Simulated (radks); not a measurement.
All-electron atom: Lu2+ in [Xe] 4f14 6s1 (the NIST ground configuration).

Calculated with a radial shooting solver on a logarithmic mesh with Libxc functionals: scalar-relativistic Kohn-Sham, LDA (Slater exchange, VWN5 correlation), spin-polarised, spherical densities, finite nucleus; open shells are filled with parallel spins first (spin-orbit coupling, left out, can overturn this in heavy ions); Fermi nuclear charge, rms radius 5.37 fm.

Energy parts (Ry):
total: -29103.9155
kinetic: 31783.9546
electron-nucleus: -71640.1865
Hartree: 11334.0635
exchange-correlation: -581.7472

Orbitals (lengths in bohr, moments of r in powers of bohr; <r^-3> diverges for s and p1/2; r(max) is where P^2 peaks):
| orbital | occ. | eigenvalue (Ry) | <r> | <r^-3> | r(max) |
|---|---|---|---|---|---|
| 1s up | 1 | -4644.229 | 0.01934 | - | 0.01215 |
| 1s down | 1 | -4644.228 | 0.01934 | - | 0.01215 |
| 2s up | 1 | -791.7553 | 0.08190 | - | 0.06937 |
| 2s down | 1 | -791.7545 | 0.08190 | - | 0.06937 |
| 2p up | 3 | -697.1416 | 0.07294 | 16840 | 0.05661 |
| 2p down | 3 | -697.1409 | 0.07294 | 16840 | 0.05661 |
| 3s up | 1 | -180.3731 | 0.2129 | - | 0.1959 |
| 3s down | 1 | -180.3727 | 0.2129 | - | 0.1959 |
| 3p up | 3 | -151.9685 | 0.2125 | 3694 | 0.1932 |
| 3p down | 3 | -151.9681 | 0.2125 | 3694 | 0.1932 |
| 3d up | 5 | -117.7534 | 0.1925 | 483.3 | 0.1573 |
| 3d down | 5 | -117.7529 | 0.1925 | 483.3 | 0.1573 |
| 4s up | 1 | -36.88065 | 0.4783 | - | 0.4462 |
| 4s down | 1 | -36.87998 | 0.4783 | - | 0.4462 |
| 4p up | 3 | -27.55273 | 0.5082 | 845.0 | 0.4672 |
| 4p down | 3 | -27.55187 | 0.5082 | 845.0 | 0.4672 |
| 4d up | 5 | -15.37127 | 0.5479 | 93.29 | 0.4808 |
| 4d down | 5 | -15.37005 | 0.5479 | 93.30 | 0.4808 |
| 5s up | 1 | -5.78366 | 1.168 | - | 1.042 |
| 5s down | 1 | -5.77744 | 1.167 | - | 1.042 |
| 5p up | 3 | -3.60977 | 1.382 | 108.8 | 1.192 |
| 5p down | 3 | -3.59786 | 1.376 | 109.5 | 1.191 |
| 4f up | 7 | -2.00232 | 0.7200 | 13.93 | 0.4679 |
| 4f down | 7 | -1.99922 | 0.7180 | 13.96 | 0.4678 |
| 6s up | 1 | -1.34542 | 3.023 | - | 2.725 |
| 6s down | 0 | -1.27443 | 3.039 | - | 2.710 |

The highest occupied level is 6s up at -18.305 eV. Spin moment in Bohr magnetons: 1. The spin density at the nucleus is 77.14 e/bohr^3 (1s 0.25, 2s 0.06, 3s 0.05, 4s -0.07, 5s -0.92, 6s 77.76). The electron density at the nucleus is 1.172e+06 e/bohr^3 (large components only). The density falls to 0.001 e/bohr^3 at r = 4.03 bohr. Summed over all electrons, <r^2> = 42.45 bohr^2, which gives a Langevin (diamagnetic) susceptibility term of -33.6 x 10^-6 cm^3/mol. For comparison, the ionisation energy in NIST's Atomic Spectra Database is 20.959 eV (measured). In exact Kohn-Sham theory the highest level is minus the ionisation energy, but local and semilocal functionals leave it too shallow, through self-interaction and a potential that decays too fast; potentials with the right tail come closer.
